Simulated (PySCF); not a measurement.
Species: C₃H₁₁AsBN.
Cartesian coordinates in Å at the GFN2-xTB level; atoms count from 1:
```
atom  x, y, z in Å
C1    -1.6711   -0.9445    0.5026
C2    -0.8086    0.2551    0.1334
C3    -1.6561    1.3645   -0.4764
As4    0.6283   -0.3338   -1.1635
B5     1.9101   -0.9553    0.2762
N6     3.1013   -0.2983    0.5051
H7    -2.4539   -0.6639    1.2083
H8    -1.0653   -1.7278    0.9589
H9    -2.1460   -1.3558   -0.3892
H10   -0.3322    0.6372    1.0439
H11   -2.1267    1.0181   -1.3971
H12   -1.0374    2.2302   -0.7148
H13   -2.4390    1.6817    0.2137
H14    1.2470    1.0543   -1.2612
H15    1.6668   -1.8855    0.9559
H16    3.4010    0.5017   -0.0316
H17    3.7749   -0.5659    1.2056
```

PySCF, density fitting, gas phase, GFN2-xTB geometry. The standard run uses grid level 2 after a coarse-grid start, the def2-universal JK fitting basis (with tight functions added where the orbital basis needs them), an energy threshold of 1e-9 Eh and DIIS. The changed runs have no coarse-grid stage.

Question: Standard PBE0/def2-SVPD: E = -2435.531912 Eh, HOMO -6.578 eV, LUMO -0.203 eV, dipole 2.380 D, 11 cycles (coarse-grid cycles included). What changes at PBE0/def2-SVPD with: energy threshold 1e-08 Eh?

Answer: E = -2435.531912 Eh (0.000 mEh), HOMO -6.578 eV (0.000), LUMO -0.203 eV (0.000), dipole 2.380 D (0.000), 9 SCF cycles. The result matches the standard run within 0.02 mEh and 0.003 eV; such settings steer the iterations and don't enter the energy expression.

The cycles:
```
cycle   1  E = -2435.4802717297  dE = -4.233e-01  |g| = 4.495e-01  |ddm| = 5.831e+00
cycle   2  E = -2435.4706149963  dE =  9.657e-03  |g| = 4.987e-01  |ddm| = 1.283e+00
cycle   3  E = -2435.5305951391  dE = -5.998e-02  |g| = 6.880e-02  |ddm| = 6.321e-01
cycle   4  E = -2435.5317618327  dE = -1.167e-03  |g| = 2.354e-02  |ddm| = 1.246e-01
cycle   5  E = -2435.5319030067  dE = -1.412e-04  |g| = 6.066e-03  |ddm| = 3.985e-02
cycle   6  E = -2435.5319115480  dE = -8.541e-06  |g| = 1.231e-03  |ddm| = 1.220e-02
cycle   7  E = -2435.5319119116  dE = -3.636e-07  |g| = 4.416e-04  |ddm| = 2.890e-03
cycle   8  E = -2435.5319119584  dE = -4.672e-08  |g| = 1.109e-04  |ddm| = 6.445e-04
cycle   9  E = -2435.5319119614  dE = -3.057e-09  |g| = 3.850e-05  |ddm| = 2.124e-04
```
